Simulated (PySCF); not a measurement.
C3H7NOSi. Atoms are numbered in the order given.

```xyz
13

N     -0.5450    -3.6323     0.0000
C      0.0267    -2.6200     0.0000
C      0.7066    -1.3326     0.0000
C     -0.2728    -0.1562     0.0000
O      0.4896     1.0261     0.0000
Si    -0.1865     2.5577     0.0000
H      1.3586    -1.2602    -0.8865
H      1.3586    -1.2602     0.8865
H     -0.9258    -0.2180     0.8928
H     -0.9258    -0.2180    -0.8928
H     -1.0365     2.7547     1.2144
H     -1.0365     2.7547    -1.2144
H      0.9537     3.5088     0.0000
```

Geometry: r2SCAN-D4/def2-SVP. One conformer was computed; it need not be the lowest.

Computed with PySCF with PBE/def2-TZVP.

Symmetry labels are those of the subgroup Cs that the program uses (full group Cs).

Computed valence orbital energies around the gap with their symmetry:
```tsv
orbital	symmetry	energy (eV)
HOMO−7	A"	-10.53
HOMO−6	A'	-9.12
HOMO−5	A"	-8.88
HOMO−4	A'	-8.58
HOMO−3	A'	-8.26
HOMO−2	A"	-8.06
HOMO−1	A'	-7.84
HOMO	A"	-7.15
LUMO	A'	-1.03
LUMO+1	A'	-0.62
LUMO+2	A"	-0.36
LUMO+3	A'	0.20
```
